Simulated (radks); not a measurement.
Task: The mean radii <r> (bohr) of the occupied orbitals of an atom or ion are listed with their occupations. Method: scalar-relativistic Kohn-Sham, PBE, spin-polarised, spherical densities, finite nucleus; Fermi nuclear charge, rms radius of each element as measured or else 0.836 A^(1/3) + 0.57 fm; computed with a radial shooting solver on a logarithmic mesh with Libxc functionals.

| orbital | occ. | <r> |
|---|---|---|
| 1s up | 1 | 0.01632 |
| 1s down | 1 | 0.01632 |
| 2s up | 1 | 0.06876 |
| 2s down | 1 | 0.06876 |
| 2p up | 3 | 0.06234 |
| 2p down | 3 | 0.06234 |
| 3s up | 1 | 0.1775 |
| 3s down | 1 | 0.1775 |
| 3p up | 3 | 0.1792 |
| 3p down | 3 | 0.1792 |
| 3d up | 5 | 0.1623 |
| 3d down | 5 | 0.1623 |
| 4s up | 1 | 0.3910 |
| 4s down | 1 | 0.3910 |
| 4p up | 3 | 0.4165 |
| 4p down | 3 | 0.4164 |
| 4d up | 5 | 0.4374 |
| 4d down | 5 | 0.4372 |
| 5s up | 1 | 0.8297 |
| 5s down | 1 | 0.8292 |
| 4f up | 7 | 0.4573 |
| 4f down | 7 | 0.4566 |
| 5p up | 3 | 0.9125 |
| 5p down | 2 | 0.9127 |

Name the element and its charge. Open shells, if any, are filled with parallel spins first.

Result: Z = 81, thallium, charge +14: Tl14+ in [Kr] 4d10 4f14 5s2 5p5. The 1s radius gives Z: for a bare nucleus <r> = (2 gamma + 1)/(2Z) with gamma = sqrt(1 - (Z/c)^2), 0.01613 bohr for Z = 81, and screening makes it slightly larger (0.01632 here). The occupations add up to 67, and the charge is Z minus that.
